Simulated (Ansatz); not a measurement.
Reaction (ligand exchange at the Sn–S bond): `C[S][SnH]([F])[Cl]` + CH₃OH → `C[O][SnH]([F])[Cl]` + CH₃SH

Program: Ansatz. Geometries: PBE0-D4/def2-TZVP. ΔE: electronic, gas phase. CBS: MP2 limit from def2 TZ/QZ plus the TZ coupled-cluster correction, frozen cores. This one scheme is used for every species. Functionals use def2-TZVPP. B3LYP here is the variant with VWN-RPA as its local correlation; programs differ in this. HSE06 is defined as in plane-wave codes. def2 core potentials past Kr. For Sn outer-core shells are correlated without core-valence functions, which leaves a few kJ/mol of doubt a bond. Each species was taken in one conformer, which may not be the lowest.

Task: Is it downhill or uphill in electronic energy at CCSD(T)/CBS, and by how much? (Best estimate.)

Result: Computed: Uphill: ΔE = +9.4 kcal/mol.

Task: What do these levels give: PBE-D4, B2PLYP, revPBE, B3LYP, r2SCANh, HSE06, HF/def2-SVP, MP2/def2-SVP, HF/def2-TZVPP, MP2/def2-QZVPP, SCS-MP2/def2-QZVPP, CCSD/CBS(def2)? (Estimate.)

Result: Computed: PBE-D4 10.9, B2PLYP 8.5, revPBE 10.0, B3LYP 8.8, r2SCANh 10.0, HSE06 11.0, HF/def2-SVP 9.7, MP2/def2-SVP 7.9, HF/def2-TZVPP 8.0, MP2/def2-QZVPP 9.9, SCS-MP2/def2-QZVPP 8.6, CCSD/CBS(def2) 9.2 kcal/mol.

Largest T1 diagnostic among the species: 0.014.

Leaving LDA and LC-ωPBE aside and taking each functional with its dispersion term where it has one, the values, not all of them listed here, spread over 3.3 kcal/mol, from CAM-B3LYP-D4 to HSE06-D4. From r2SCAN to r2SCAN0 (25 % exact exchange), in def2-TZVPP and without D4, ΔE moves by +0.9 kcal/mol.
